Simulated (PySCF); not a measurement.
Nb(NH2)4 (doublet state).
Geometry (PBE0-D3(BJ)/def2-SVP, Å), atoms numbered from 1 in this order:
```
atom  x, y, z in Å
Nb1   -0.002    0.000    0.000
N2     0.082    0.062    1.982
H3     0.733   -0.479    2.550
H4    -0.670    0.392    2.585
N5     1.864   -0.117   -0.664
H6     2.654    0.385   -0.262
H7     2.129   -0.435   -1.596
N8    -0.959    1.626   -0.615
H9    -0.857    2.551   -0.199
H10   -1.382    1.736   -1.536
N11   -0.989   -1.572   -0.702
H12   -2.004   -1.642   -0.755
H13   -0.598   -2.509   -0.790
```

Computed, not measured: PySCF 2.14.0, PBE0-D3(BJ)/def2-SVP geometry optimisation, gas phase, def2 core potentials past Kr.

Q: Which atoms are bound to Nb1, and at what distances?

A: 4 atoms: N5 1.984 Å, N2 1.984 Å, N11 1.985 Å, N8 1.985 Å. The nearest atom not counted as bound is H3, at 2.70 Å (others tie with it).

Q: List the angles at Nb1.

A: 
| angle | degrees | distance of the outer atoms (Å) |
| --- | --- | --- |
| N2–Nb1–N11 | 113.5 | 3.32 |
| N5–Nb1–N8 | 113.5 | 3.32 |
| N2–Nb1–N8 | 107.7 | 3.21 |
| N5–Nb1–N11 | 107.6 | 3.20 |
| N8–Nb1–N11 | 107.4 | 3.20 |
| N2–Nb1–N5 | 107.2 | 3.20 |

Q: What is the shape at Nb1?

A: Distorted tetrahedral: angles from 107.2° to 113.5°; τ4 = (360° − α − β)/141° = 0.94 with α and β the two widest (0 for a square, 1 for a tetrahedron).

Q: What are the other bond lengths?

A: N2–H3 and 7 like bonds 1.019 Å.

Q: What are the rotational constants (commonest isotopes, rigid rotor)?

A: A = 2779, B = 2769, C = 2603 MHz: an oblate symmetric top.

Point group: D2d (every atom within 0.08 Å of its image). Charge 0, doublet. ⟨S²⟩ = 0.755 (exact for a doublet: 0.75). Stationary, but not proved a minimum.

For an open-shell metal species like this, the optimisation's SCF solution wasn't tested for stability and no frequencies at its level were run, so a lower state or another shape may exist.
